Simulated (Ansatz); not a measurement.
Stretching the O2–H3 bond in H2O2Sn (SMILES [OH][Sn][OH]) (multiplicity 1 held, fragments rigid). Energies count from the point at 0.966 Å.
Geometry at that point (charge 0, multiplicity 1):
```json
[
 {"atom": "Sn", "x (Å)": "-0.0345", "y (Å)": "-0.0077", "z (Å)": "0.3736"},
 {"atom": "O", "x (Å)": "0.5521", "y (Å)": "1.4446", "z (Å)": "-0.8426"},
 {"atom": "H", "x (Å)": "0.5427", "y (Å)": "1.1769", "z (Å)": "-1.7709"},
 {"atom": "O", "x (Å)": "-0.3244", "y (Å)": "-1.2738", "z (Å)": "-1.1536"},
 {"atom": "H", "x (Å)": "-0.6369", "y (Å)": "-2.1588", "z (Å)": "-0.9385"}
]
```

Signs of static correlation in def2-SVP, with CASSCF(4,3), from Ansatz (an electronic-structure program) runs.

```json
[
 {"R (Å)": "0.773", "T1 of restricted CCSD": "0.020", "⟨S²⟩ of UHF": "0.000", "largest double amplitude of restricted CCSD": "0.077", "weight of the CASSCF reference in MRCISD": "0.897", "CASSCF natural occupations": "2.00 1.99 0.01"},
 {"R (Å)": "0.870", "T1 of restricted CCSD": "0.021", "⟨S²⟩ of UHF": "0.000", "largest double amplitude of restricted CCSD": "0.076", "weight of the CASSCF reference in MRCISD": "0.896", "CASSCF natural occupations": "2.00 1.99 0.01"},
 {"R (Å)": "0.966", "T1 of restricted CCSD": "0.021", "⟨S²⟩ of UHF": "0.000", "largest double amplitude of restricted CCSD": "0.075", "weight of the CASSCF reference in MRCISD": "0.895", "CASSCF natural occupations": "2.00 1.98 0.02"},
 {"R (Å)": "1.063", "T1 of restricted CCSD": "0.022", "⟨S²⟩ of UHF": "0.000", "largest double amplitude of restricted CCSD": "0.075", "weight of the CASSCF reference in MRCISD": "0.895", "CASSCF natural occupations": "2.00 1.97 0.03"},
 {"R (Å)": "1.159", "T1 of restricted CCSD": "0.022", "⟨S²⟩ of UHF": "0.000", "largest double amplitude of restricted CCSD": "0.074", "weight of the CASSCF reference in MRCISD": "0.894", "CASSCF natural occupations": "2.00 1.96 0.04"},
 {"R (Å)": "1.304", "T1 of restricted CCSD": "0.024", "⟨S²⟩ of UHF": "0.000", "largest double amplitude of restricted CCSD": "0.073", "weight of the CASSCF reference in MRCISD": "0.894", "CASSCF natural occupations": "2.00 1.93 0.07"},
 {"R (Å)": "1.449", "T1 of restricted CCSD": "0.025", "⟨S²⟩ of UHF": "___", "largest double amplitude of restricted CCSD": "0.072", "weight of the CASSCF reference in MRCISD": "0.893", "CASSCF natural occupations": "2.00 1.89 0.11"},
 {"R (Å)": "1.691", "T1 of restricted CCSD": "0.028", "⟨S²⟩ of UHF": "___", "largest double amplitude of restricted CCSD": "0.145", "weight of the CASSCF reference in MRCISD": "0.893", "CASSCF natural occupations": "2.00 1.77 0.23"},
 {"R (Å)": "1.932", "T1 of restricted CCSD": "0.032", "⟨S²⟩ of UHF": "0.887", "largest double amplitude of restricted CCSD": "0.207", "weight of the CASSCF reference in MRCISD": "0.894", "CASSCF natural occupations": "2.00 1.62 0.38"},
 {"R (Å)": "2.222", "T1 of restricted CCSD": "0.038", "⟨S²⟩ of UHF": "0.965", "largest double amplitude of restricted CCSD": "0.283", "weight of the CASSCF reference in MRCISD": "0.894", "CASSCF natural occupations": "2.00 1.43 0.57"},
 {"R (Å)": "2.609", "T1 of restricted CCSD": "0.050", "⟨S²⟩ of UHF": "0.998", "largest double amplitude of restricted CCSD": "0.493", "weight of the CASSCF reference in MRCISD": "0.895", "CASSCF natural occupations": "2.00 1.24 0.76"},
 {"R (Å)": "3.092", "T1 of restricted CCSD": "0.066", "⟨S²⟩ of UHF": "1.007", "largest double amplitude of restricted CCSD": "0.651", "weight of the CASSCF reference in MRCISD": "0.895", "CASSCF natural occupations": "2.00 1.11 0.89"}
]
```

Complete the blanks.


- 1.449, ⟨S²⟩ of UHF: 0.261
- 1.691, ⟨S²⟩ of UHF: 0.716

Doubts at one or more of the structures used: active orbitals that take no part (SC-NEVPT2 on CASSCF(4,3)/def2-SVP); a restricted determinant that unrestricted orbitals would lower (R-CCSD(T)/def2-SVP); other coupled-cluster roots lie near (R-CCSD(T)/def2-SVP); T1 above 0.05 (R-CCSD(T)/def2-SVP, U-CCSD(T)/def2-SVP); a spin-contaminated determinant (U-CCSD(T)/def2-SVP).
